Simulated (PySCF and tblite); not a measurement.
Values are calculated unless marked as measured or tabulated.
Stationary points of 2-chloro-2,3-dimethylbutane at GFN2-xTB, in Å:

Structure A

```
 1 C    -1.461    0.531   -1.253
 2 C    -0.633    0.626    0.029
 3 C    -1.334   -0.152    1.144
 4 C     0.826    0.174   -0.177
 5 C     0.971   -1.205   -0.802
 6 C     1.643    0.269    1.106
 7 Cl    1.574    1.356   -1.335
 8 H    -0.941    0.999   -2.085
 9 H    -1.670   -0.506   -1.505
10 H    -2.410    1.043   -1.115
11 H    -0.594    1.680    0.328
12 H    -2.363    0.191    1.226
13 H    -1.352   -1.217    0.926
14 H    -0.853    0.002    2.105
15 H     0.501   -1.953   -0.168
16 H     0.515   -1.239   -1.787
17 H     2.025   -1.454   -0.905
18 H     1.351   -0.519    1.796
19 H     1.499    1.234    1.587
20 H     2.701    0.151    0.884
```

Structure B

```
 1 C    -1.176    1.504   -0.416
 2 C    -0.711    0.210    0.252
 3 C    -1.738   -0.892   -0.012
 4 C     0.712   -0.197   -0.183
 5 C     1.168   -1.489    0.486
 6 C     1.731    0.907    0.081
 7 Cl    0.719   -0.498   -1.965
 8 H    -0.570    2.353   -0.111
 9 H    -1.130    1.410   -1.498
10 H    -2.206    1.712   -0.135
11 H    -0.661    0.380    1.334
12 H    -2.733   -0.533    0.239
13 H    -1.731   -1.172   -1.063
14 H    -1.541   -1.775    0.589
15 H     1.104   -1.385    1.568
16 H     0.558   -2.332    0.175
17 H     2.200   -1.704    0.218
18 H     1.708    1.185    1.133
19 H     1.527    1.787   -0.521
20 H     2.732    0.557   -0.163
```

Structure C

```
 1 C    -1.371    1.181   -1.002
 2 C    -0.664    0.441    0.135
 3 C    -1.568   -0.701    0.605
 4 C     0.792   -0.005   -0.200
 5 C     1.041   -1.507   -0.122
 6 C     1.781    0.729    0.703
 7 Cl    1.242    0.453   -1.896
 8 H    -0.808    2.057   -1.312
 9 H    -1.506    0.531   -1.863
10 H    -2.351    1.510   -0.662
11 H    -0.582    1.147    0.970
12 H    -2.534   -0.290    0.889
13 H    -1.733   -1.426   -0.187
14 H    -1.156   -1.210    1.472
15 H     0.891   -1.869    0.891
16 H     0.384   -2.050   -0.796
17 H     2.069   -1.717   -0.411
18 H     1.595    0.463    1.742
19 H     1.674    1.806    0.592
20 H     2.804    0.458    0.452
```

Level: BP86/pcSseg-1 + D3(BJ) on GFN2-xTB stationary points, with GFN2-xTB thermal terms.

Task: Which structure is a saddle point, and along which motion?

Result: C: one imaginary mode (82i cm⁻¹ at GFN2-xTB, mostly on C3, C1, Cl7), along the rotation about the C2–C4 bond (torsion C1–C2–C4–C5 from -53° to -180°, falling).

Task: Give their symmetry and energies above the lowest.

Result: A C1, 0.1 kcal/mol; B Cs, 0.0 kcal/mol; C C1, 7.1 kcal/mol.
